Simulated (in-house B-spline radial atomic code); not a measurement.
The numbers below are computed, except where a source is named.
**Softness against transferability: the 4s channel of Co**

Co, [Ar] 3d7 4s2, non-relativistic PBE, spherical and spin-unpolarised, from an all-electron radial atomic-structure program (B-spline basis) (atomic units). The all-electron 4s level is ε = -0.197169 hartree, its outermost node lies just inside 0.98 bohr and its outer maximum at 2.36 bohr.

Troullier-Martins pseudo-orbitals are made for several radii. The cutoffs (hartree) are the plane-wave energies beyond which the orbital holds less than the named kinetic energy per electron. The phase error is the difference, pseudo minus all-electron, of arctan(R P'/P) at R = 3.6 bohr for all radii, half a hartree below and above the level.

```json
{"r_c (bohr)": "1.77", "V_l(0) (hartree)": "-0.09", "cutoff for 10 mEh": "2.78", "for 1 mEh": "10.6", "for 0.1 mEh": "23.9", "phase error at ε − 0.5 (mrad)": "-0.3", "at ε + 0.5 (mrad)": "-6.5"}
{"r_c (bohr)": "2.05", "V_l(0) (hartree)": "1.88", "cutoff for 10 mEh": "2.78", "for 1 mEh": "7.68", "for 0.1 mEh": "12.5", "phase error at ε − 0.5 (mrad)": "-0.2", "at ε + 0.5 (mrad)": "-4.3"}
{"r_c (bohr)": "2.36", "V_l(0) (hartree)": "1.39", "cutoff for 10 mEh": "2.6", "for 1 mEh": "7.22", "for 0.1 mEh": "11.7", "phase error at ε − 0.5 (mrad)": "-0.3", "at ε + 0.5 (mrad)": "-5.8"}
{"r_c (bohr)": "2.67", "V_l(0) (hartree)": "0.70", "cutoff for 10 mEh": "2.25", "for 1 mEh": "4.26", "for 0.1 mEh": "9.68", "phase error at ε − 0.5 (mrad)": "-0.5", "at ε + 0.5 (mrad)": "-12.2"}
{"r_c (bohr)": "2.97", "V_l(0) (hartree)": "0.26", "cutoff for 10 mEh": "1.77", "for 1 mEh": "3.38", "for 0.1 mEh": "8", "phase error at ε − 0.5 (mrad)": "-1.1", "at ε + 0.5 (mrad)": "-24.8"}
{"r_c (bohr)": "3.3", "V_l(0) (hartree)": "-0.02", "cutoff for 10 mEh": "0.769", "for 1 mEh": "2.78", "for 0.1 mEh": "6.48", "phase error at ε − 0.5 (mrad)": "-2.4", "at ε + 0.5 (mrad)": "-48.2"}
```

Question: Which radius needs the lowest cutoff for 0.1 mEh while both phase errors stay within 12.3 mrad?

Answer: The radii within that limit are 1.77, 2.05, 2.36, 2.67 bohr; of these r_c = 2.67 needs the least, 9.68 hartree, that is 19.4 Ry or 263 eV.

Question: What does the larger radius buy, and what does it cost?

Answer: From r_c = 1.77 to 3.3 bohr the cutoff for 1 mEh goes from 10.6 to 2.78 hartree, a factor of 3.81, against 3.48 for a pure 1/r_c² scaling, end to end; step by step it is 10.6, 7.68, 7.22, 4.26, 3.38, 2.78, and for 0.1 mEh 23.9, 12.5, 11.7, 9.68, 8, 6.48; the number of plane waves goes as the cutoff to the power 3/2, here a factor of 7.4. The larger of the two phase errors is least at r_c = 2.05 bohr, 4.3 mrad; it is 6.5 at the smallest radius and 48.2 at the largest. These errors test the reference atom alone. The smallest radius lies well inside the outer maximum, where the nodeless form must bend sharply to keep the norm, so it is both harder and scatters less well than the next. Large radii also let the cores of neighbours overlap, which an atom doesn't show.
